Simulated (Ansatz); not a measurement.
Reaction (ligand exchange at the Si–O bond): `F[Si](F)(Br)[O][InH2]` + HBr → `F[Si](F)(Br)Br` + `[OH][InH2]`

Isolated molecules relaxed with PBE0-D4/def2-TZVP in Ansatz; ΔE leaves out vibrations. CBS: MP2 limit from def2 TZ/QZ plus the TZ coupled-cluster correction, frozen cores. DFT in def2-TZVPP. def2 core potentials past Kr. For Br, In outer-core shells are correlated without core-valence functions, which leaves a few kJ/mol of doubt a bond. Scalar relativity is left out up to krypton. Each species was taken in one conformer, which may not be the lowest.

```
             level  ΔE (kJ/mol)
           r2SCAN0         72.3
CCSD(T)/def2-TZVPP         78.6
```

What does CCSD(T)/CBS give? (An estimate is asked.)

The calculation gave: +72.3 kJ/mol. The listed levels differ from it by 0.0, 6.3 kJ/mol.

Largest T1 diagnostic among the species: 0.017.

From BLYP to BHLYP (50 % exact exchange), in def2-TZVPP and without D4, ΔE moves by +19.1 kJ/mol. Leaving LDA and LC-ωPBE aside and taking each functional with its dispersion term where it has one, the values, not all of them listed here, spread over 31.2 kJ/mol, from revPBE-D4 to BHLYP-D4. LDA lies +7.5 kJ/mol from PBE without D4.
